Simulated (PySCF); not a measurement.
**CH₂⁺ + 2 Br₂ → CBr₂⁺ + 2 HBr**

Level: PBE0 in the def2-TZVP basis family, all electrons, no relativity, computed in PySCF with density fitting; open shells unrestricted.

```
species                              state and structure  ZPE (kJ/mol)  H(298 K) − H(0) (kJ/mol)  S° (J/(mol K))
   CH₂⁺     doublet, C2v, C–H 1.098 Å (×2); H–C–H 141.1°          42.9                      10.0           191.6
    Br₂                      singlet, D∞h, Br–Br 2.281 Å           2.0                       9.7           244.8
  CBr₂⁺  doublet, C2v, C–Br 1.741 Å (×2); Br–C–Br 137.2°          11.3                      11.8           288.4
    HBr                       singlet, C∞v, H–Br 1.421 Å          16.0                       8.7           198.5
```

Task: Is the gas-phase reaction uphill or downhill in electronic energy at this level, and by how much?

Result: At PBE0/def2-TZVP, ΔE = -342.5 kJ/mol, downhill. 

Task: Add zero-point, thermal and entropy terms for 298.15 K and 1 bar.

Result: ΔZPE = -3.6 and Δ[H(298) − H(0)] = -0.2 kJ/mol give ΔH° = -346.3 kJ/mol. ΔS° = 4.2 J/(mol K), so ΔG° = -346.3 − 298.15 × (0.0042) = -348 kJ/mol.

Only the bonding shown was studied: isomers, or loss of a ligand pair, can lie lower.
